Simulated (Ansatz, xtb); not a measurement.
## Relative energy of two isomers of C6H5BO

Structure X is `Bc1ccc(C#C)o1`, a singlet and structure Y is `Bc1occc1C#C`, a singlet. Both are isolated molecules in the gas phase, relaxed with B3LYP/def2-SVP; the shapes shown needn't be the lowest conformers.

X (Å):

```yaml
atoms:
  - { symbol: C, position_ang: [-1.7178, -1.6812, -0.3376] }
  - { symbol: C, position_ang: [-1.1529, -2.0014, 0.8940] }
  - { symbol: C, position_ang: [-0.0464, -1.1515, 1.0998] }
  - { symbol: C, position_ang: [0.0162, -0.3415, -0.0266] }
  - { symbol: C, position_ang: [0.9168, 0.6955, -0.3748] }
  - { symbol: C, position_ang: [1.6980, 1.5812, -0.6560] }
  - { symbol: B, position_ang: [-2.9110, -2.2438, -1.0880] }
  - { symbol: O, position_ang: [-0.9737, -0.6522, -0.8826] }
  - { symbol: H, position_ang: [-3.2266, -1.8054, -2.1637] }
  - { symbol: H, position_ang: [-3.5352, -3.1412, -0.5797] }
  - { symbol: H, position_ang: [-1.5204, -2.7775, 1.5633] }
  - { symbol: H, position_ang: [0.6324, -1.1137, 1.9484] }
  - { symbol: H, position_ang: [2.3870, 2.3657, -0.9091] }
```

Y (Å):

```xyz
13

C    -1.3782   -1.5372   -0.3095
C    -1.5779   -1.1704    1.8606
C    -0.5281   -0.3819    1.4641
C    -0.3896   -0.6113    0.0601
C     0.5730   -0.0098   -0.7954
C     1.4057    0.5184   -1.5033
B    -1.7518   -2.1792   -1.6322
O    -2.0873   -1.8539    0.8338
H    -2.6645   -2.9629   -1.6854
H    -1.1241   -1.8922   -2.6175
H    -2.0468   -1.3270    2.8306
H     0.0728    0.2785    2.0842
H     2.1382    0.9801   -2.1386
```

**Question.** Which of the two would you expect CCSD(T)/def2-SVP + ΔMP2/def2-TZVPP electronic energies to favour?

**Answer.** Too close to call at this level: CCSD(T)/def2-SVP + ΔMP2/def2-TZVPP gives E(Y) − E(X) = +0.11 kJ/mol.

How the difference moves with the method:

| level | geometry | E(Y) − E(X) (kJ/mol) | departure from the last row (kJ/mol) | job, with rough time for the two |
| --- | --- | --- | --- | --- |
| GFN2-xTB | GFN2-xTB | −1.71 | −1.81 | optimisation, 0.93 s |
| HF/STO-3G | GFN2-xTB | −0.62 | −0.73 | single point, 3 s |
| r2SCAN-D4/def2-SVP | GFN2-xTB | +1.02 | +0.91 | single point, 13 s |
| B3LYP/def2-SVP | B3LYP/def2-SVP | +2.48 | +2.37 | optimisation, 3.7 min |
| HF/def2-SVP | B3LYP/def2-SVP | −1.54 | −1.65 | part of the CCSD(T) run |
| MP2/def2-SVP | B3LYP/def2-SVP | −0.79 | −0.90 | part of the CCSD(T) run |
| CCSD(T)/def2-SVP | B3LYP/def2-SVP | −1.73 | −1.83 | single point |
| CCSD(T)/def2-SVP + ΔMP2/def2-TZVPP | B3LYP/def2-SVP | +0.11 |  | single point, 3.5 min |

As drawn, both hold the same kinds of bond in the same numbers.

The largest departure from CCSD(T)/def2-SVP + ΔMP2/def2-TZVPP is that of B3LYP/def2-SVP, 2.37 kJ/mol. The last row adds to CCSD(T) the change of the MP2 difference between the two basis sets, here +1.83 kJ/mol.

With thermal terms from frequencies at re-optimised GFN2-xTB minima (ideal gas, soft modes damped towards free rotors, one conformer each, 298.15 K, 1 atm): the zero-point term adds +0.06 kJ/mol; ΔH is +0.12 and ΔG +0.27 kJ/mol.

The correlated steps freeze 8 core orbitals. Programs: Ansatz 0.2.0, xtb 6.7.1; the last row on 2 threads of Intel(R) Xeon(R) Processor @ 2.50GHz (Skylake/Cascade Lake) on a shared host.
